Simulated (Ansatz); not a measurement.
C₃HF₅, SMILES `FC(F)=C(F)C(F)F`, 9 atoms. Charge 0, multiplicity 1. All runs use 4 threads of an AMD EPYC 9R45 on a shared host. Correlated methods freeze the cores.

(1) Give the basis size and wall time and peak host memory of each of these runs in Ansatz. RKS ωB97M-V/def2-SVP energy; RHF-CCSD(T)/def2-SVP energy; RKS SPW92 (LDA)/def2-TZVPP energy; RKS ωB97M-V/def2-QZVPP energy; RKS PBE0-D4/def2-SVP energy; RKS r2SCAN-D4/def2-TZVPP energy and forces; RKS revPBE-D4/def2-TZVPP energy; RKS PBE0-D4/def2-TZVP relaxation (7 steps); direct RPA on PBE orbitals/def2-TZVPP energy; RKS PBE0-D4/def2-TZVP frequencies; RHF-MP2/def2-QZVPP energy; RHF-CCSD(T)/def2-TZVPP energy. (Estimate.)

## Answers

(1) Computed: Other jobs shared the machine, so times are rough.

| level | job | functions | wall time | peak host memory (GiB) |
| --- | --- | --- | --- | --- |
| RKS PBE0-D4/def2-SVP | energy | 117 | 0.45 s | 0.51 |
| RKS SPW92 (LDA)/def2-TZVPP | energy | 262 | 0.5 s | 0.35 |
| RKS revPBE-D4/def2-TZVPP | energy | 262 | 0.75 s | 0.35 |
| RKS ωB97M-V/def2-SVP | energy | 117 | 1.2 s | 0.51 |
| RKS r2SCAN-D4/def2-TZVPP | energy and forces | 262 | 1.6 s | 0.38 |
| direct RPA on PBE orbitals/def2-TZVPP | energy | 262 | 2.2 s | 0.74 |
| RHF-CCSD(T)/def2-SVP | energy | 117 | 4.9 s | 0.81 |
| RKS ωB97M-V/def2-QZVPP | energy | 486 | 6 s | 2.1 |
| RHF-MP2/def2-QZVPP | energy | 486 | 8.5 s | 3.1 |
| RKS PBE0-D4/def2-TZVP | relaxation (7 steps) | 254 | 12 s | 0.75 |
| RKS PBE0-D4/def2-TZVP | frequencies | 254 | 65 s | 0.75 |
| RHF-CCSD(T)/def2-TZVPP | energy | 262 | 2.2 min | 7.8 |
